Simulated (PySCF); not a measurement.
## SMILES c1ccc2ccnccc1-2, C$_{9}$H$_{7}$N

Cartesian coordinates in Å; atom numbers follow the order of the lines, from 1:
```xyz
17

C    -2.538    0.012   -0.257
C    -1.744    1.166   -0.156
C    -0.405    0.765   -0.054
C     0.711    1.581    0.064
C     2.060    1.212    0.169
N     2.643    0.023    0.184
C     2.071   -1.169    0.100
C     0.725   -1.543   -0.025
C    -0.398   -0.732   -0.097
C    -1.734   -1.139   -0.222
H    -3.626    0.010   -0.349
H    -2.097    2.197   -0.157
H     0.520    2.660    0.079
H     2.765    2.050    0.253
H     2.784   -2.004    0.136
H     0.544   -2.623   -0.072
H    -2.077   -2.171   -0.281
```

Computed with quadratic response CAM-B3LYP/aug-cc-pVDZ first hyperpolarisability, Taylor convention, gas phase (PySCF). Geometry: PBE0-D3(BJ)/def2-SVP.

**Question.** Give β for the processes computed.

**Answer.** In 10⁻³⁰ esu, Taylor convention; the vector part is βᵢ = ⅓ Σⱼ (βᵢⱼⱼ + βⱼᵢⱼ + βⱼⱼᵢ); β∥ is 3/5 of the vector part along the dipole, the dipole points from − to +:
```
                   process  λ (nm)  β vector norm    β∥  β HRS  depolarisation ratio
           static β(0;0,0)       ∞           1.90  1.14   1.12                  2.51
second harmonic β(−2ω;ω,ω)    1907           2.06  1.24   1.23                  2.51
         Pockels β(−ω;ω,0)    1907           1.95  1.17      –                     –
         Pockels β(−ω;ω,0)    1064           2.08  1.25      –                     –
```

Second harmonics within 0.3 eV of the first excitation or beyond it are left out.

**Question.** Which lowest excitations, dipole and polarisabilities go with it?

**Answer.** S1 2.22 eV (f = 0.012); S2 3.60 eV (f = 0.002); S3 3.79 eV (f = 0.007); dipole 1.49 D; isotropic α 125.0 au static, 126.0 au at 1907 nm, 128.4 au at 1064 nm, 129.4 au at 953.5 nm.
